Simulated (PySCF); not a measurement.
**Energy of Hg (mercury, neutral) between two integer charges**

The 6s beta orbital of [Xe] 4f14 5d10 6s2 is emptied in steps (occupation f), with all orbitals relaxed, ending at [Xe] 4f14 5d10 6s1. Computed with PySCF 2.14 in def2-TZVPPD with the def2 core potential (60 electrons) (6s6p3d2f1g, 62 functions), with a scalar-relativistic core potential. The exact energy is a straight line in f; departures are measured from the line between the end points of the same method.

| f | UHF (eV) | LDA (eV) | PBE (eV) | PBE0 (eV) | r2SCAN (eV) | LC-wPBE (eV) | BHandHLYP (eV) | wB97X (eV) | CAM-B3LYP (eV) | MN15 (eV) |
| --- | --- | --- | --- | --- | --- | --- | --- | --- | --- | --- |
| 1 | 0.000 | 0.000 | 0.000 | 0.000 | 0.000 | 0.000 | 0.000 | 0.000 | 0.000 | 0.000 |
| 0.8 | 0.061 | -0.603 | -0.592 | -0.421 | -0.537 | -0.014 | -0.274 | -0.084 | -0.236 | -0.314 |
| 0.6 | 0.088 | -0.909 | -0.893 | -0.634 | -0.809 | -0.021 | -0.413 | -0.128 | -0.357 | -0.466 |
| 0.4 | 0.086 | -0.914 | -0.898 | -0.637 | -0.812 | -0.023 | -0.416 | -0.130 | -0.360 | -0.460 |
| 0.2 | 0.055 | -0.612 | -0.602 | -0.426 | -0.543 | -0.016 | -0.280 | -0.086 | -0.242 | -0.301 |
| 0 | 0.000 | 0.000 | 0.000 | 0.000 | 0.000 | 0.000 | 0.000 | 0.000 | 0.000 | 0.000 |

```tsv
method	E(f=0) − E(f=1) (eV)	−ε at f=1 (eV)	−ε at f=0.4 (eV)
UHF	8.500	8.893	8.415
LDA	10.854	7.108	11.594
PBE	10.444	6.769	11.166
PBE0	10.148	7.526	10.667
r2SCAN	10.327	6.988	10.993
LC-wPBE	9.839	9.754	9.850
BHandHLYP	9.917	8.218	10.248
wB97X	10.131	9.617	10.234
CAM-B3LYP	10.245	8.779	10.529
MN15	10.516	8.546	10.936
```

Orbital energy along the path (eV):

| f | UHF | LDA | PBE | PBE0 | r2SCAN | LC-wPBE | BHandHLYP | wB97X | CAM-B3LYP | MN15 |
| --- | --- | --- | --- | --- | --- | --- | --- | --- | --- | --- |
| 1 | -8.893 | -7.108 | -6.769 | -7.526 | -6.988 | -9.754 | -8.218 | -9.617 | -8.779 | -8.546 |
| 0.8 | -8.718 | -8.577 | -8.208 | -8.560 | -8.298 | -9.785 | -8.883 | -9.807 | -9.350 | -9.351 |
| 0.6 | -8.560 | -10.073 | -9.674 | -9.607 | -9.639 | -9.816 | -9.559 | -10.013 | -9.933 | -10.152 |
| 0.4 | -8.415 | -11.594 | -11.166 | -10.667 | -10.993 | -9.850 | -10.248 | -10.234 | -10.529 | -10.936 |
| 0.2 | -8.284 | -13.136 | -12.684 | -11.739 | -12.355 | -9.892 | -10.953 | -10.462 | -11.141 | -11.680 |
| 0 | -8.163 | -14.695 | -14.223 | -12.816 | -13.728 | -9.947 | -11.683 | -10.642 | -11.776 | -12.346 |

Reference removal energy between the ground levels: 10.438 eV (measured; NIST Atomic Spectra Database, ionization energies). UHF lacks correlation.
